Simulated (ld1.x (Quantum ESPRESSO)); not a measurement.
# Configuration tests for thallium (RRKJ)

* Element: Tl
* Generator: ld1.x (Quantum ESPRESSO) 7.5
* Type: norm-conserving RRKJ (Kleinman–Bylander form)
* Functional: LDA (PZ)
* Relativity: scalar-relativistic
* Frozen core: [Xe] 4f14 5d10
* Valence charge: 3
* Reference configuration: 6s2 6p0 (charge +1)
* Partial waves: 6p (bound, empty): rc 2.05 bohr; 6s (bound): rc 1.90 bohr
* Local potential: the s channel
* Core correction: Bessel-smoothed model core inside 1.70 bohr
* rho0: 0.02

Energies are relative to the spin-unpolarised reference configuration 6s2 6p0; without spin polarisation the order of configurations can differ from experiment. Spin-polarised rows fill each open shell by Hund’s rule, majority spin first.

Task: Give the all-electron excitation energy and the error of the potential for: 6s2 6p1; 6s1 6p0; 6s2 6p0.5; 6s1 6p2; 6s1 6p1; 6s0 6p3; 6s2 6p1.3; 6s2 6p1 (spin-polarised); 6s1 6p0 (spin-polarised).

Result:

| valence configuration | charge | ΔE all-electron (eV) | error AE − PS (meV) |
| --- | --- | --- | --- |
| 6s2 6p1 | 0 | -5.409 | -23 |
| 6s1 6p0 | +2 | 21.199 | -215 |
| 6s2 6p0.5 | +0.5 | -3.440 | -7.7 |
| 6s1 6p2 | 0 | 2.074 | -12 |
| 6s1 6p1 | +1 | 8.378 | -43 |
| 6s0 6p3 | 0 | 9.987 | -84 |
| 6s2 6p1.3 | -0.3 | -5.961 | -30 |
| 6s2 6p1 (spin-polarised) | 0 | -5.523 | -24 |
| 6s1 6p0 (spin-polarised) | +2 | 21.015 | -225 |

Note: ghost state, extra bound levels that the all-electron valence spectrum of the same l lacks: d at -3.4 eV. A true bound ghost makes a file unfit for plane-wave use.
